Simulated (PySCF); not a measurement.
**Frontier levels across methods**

Compound: CH₉ClSi₃.
Structure used (PBE0-D3(BJ)/def2-SVP), in Å, numbered top down from 1:
```
atom  x, y, z in Å
Si1   -1.8827    0.9412    0.1600
Si2    0.0842   -0.0564   -0.6391
Si3    1.9561    0.9664    0.3429
C4     0.0383   -1.8978   -0.1568
Cl5   -1.5123   -2.6242   -0.6890
H6    -3.0725    0.5606   -0.6567
H7    -1.7396    2.4306    0.1430
H8    -2.0867    0.5034    1.5760
H9     0.1702    0.0493   -2.1291
H10    1.8248    0.9213    1.8329
H11    2.0422    2.3954   -0.0882
H12    3.2218    0.2669   -0.0431
H13    0.8552   -2.4653   -0.6259
H14    0.1109   -2.0277    0.9328
```

Basis pcSseg-1 throughout (PySCF), one geometry. The structure is a single PBE0-D3(BJ)/def2-SVP conformer in the gas phase; no vibrational or solvent corrections.

Q: How do the orbital energies, the gap and the dipole change with the method?

A: 
```
   method                    kind  HOMO (eV)  LUMO (eV)  gap (eV)  μ (D)  SCF cycles
     BLYP                     GGA      -6.58      -1.23      5.35   1.43          13
    B97-D                     GGA      -6.74      -1.29      5.45   1.50          14
      PBE                     GGA      -6.75      -1.42      5.33   1.46          14
     OPBE                     GGA      -6.76      -1.28      5.47   1.50          14
      KT2                     GGA      -6.84      -1.56      5.27   1.51          14
      KT3                     GGA      -6.84      -1.44      5.40   1.48          14
      LDA                     LDA      -6.85      -1.60      5.25   1.51          13
     BP86                     GGA      -6.86      -1.51      5.36   1.49          13
    B3LYP           global hybrid      -7.74      -0.74      7.00   1.55          11
    B97-2           global hybrid      -7.74      -0.60      7.15   1.59          12
     PBE0           global hybrid      -7.97      -0.59      7.38   1.60          12
 mPW1PW91           global hybrid      -8.00      -0.58      7.42   1.61          12
BHandHLYP           global hybrid      -9.00       0.36      9.36   1.68          11
CAM-B3LYP  range-separated hybrid      -9.22       0.52      9.74   1.62          11
  wB97X-D  range-separated hybrid      -9.77       1.12     10.89   1.68          13
  LC-wPBE  range-separated hybrid     -10.54       1.57     12.12   1.69          12
       HF            Hartree–Fock     -10.56       2.63     13.19   1.86          10
```

The HOMO spans 3.97 eV, from BLYP down to HF, and the gap runs from 5.25 eV (LDA) to 13.19 eV (HF). Over the methods BLYP (0 %), B97-D (0 %), PBE (0 %), OPBE (0 %), KT2 (0 %), KT3 (0 %), LDA (0 %), BP86 (0 %), B3LYP (20 %), B97-2 (21 %), PBE0 (25 %), mPW1PW91 (25 %), BHandHLYP (50 %), HF (100 %), a straight line through the gap against the share of exact exchange rises by 0.79 eV for each 10 % (correlation coefficient 0.999). The dipole ranges from 1.43 D (BLYP) to 1.86 D (HF). This basis has no diffuse functions.
